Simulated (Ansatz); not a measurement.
System: sum formula InClF2, charge 0, multiplicity 1. 
Structure (B3LYP-D3(BJ)/def2-TZVP (Ansatz, an electronic-structure program) minimum search):
```xyz
4

F     -0.9944     1.8218     0.0595
In    -0.2379     0.0402     0.0046
F     -1.5395    -1.3934    -0.0100
Cl     2.0272    -0.3428    -0.0396
```
Charge 0, spin multiplicity 1.

Basis-set convergence of Hartree-Fock and MP2 correlation energies (hartree) with Ansatz. Cores are frozen in the correlated levels unless marked. Spin-orbit coupling is left out. Frozen are the shells of the preceding noble gas and the d and f shells that filled before the atom's block. Past Kr the def2 sets carry scalar-relativistic core potentials.

| basis | functions | E(HF) | E(corr, MP2) |
|---|---|---|---|
| def2-SVP | 72 | -847.37272 | -0.56541 |
| def2-TZVPP | 154 | -847.80003 | -0.76598 |
| def2-QZVPP | 266 | -847.82490 | -0.84068 |

Extrapolating the two largest sets (X = 3 and 4) as X^-3: E(corr) = (64·(-0.84068) - 27·(-0.76598))/37 = -0.8952 Eh, an estimate of the basis-set limit. The largest set recovers 93.9 % of it, the smallest 63.2 %.
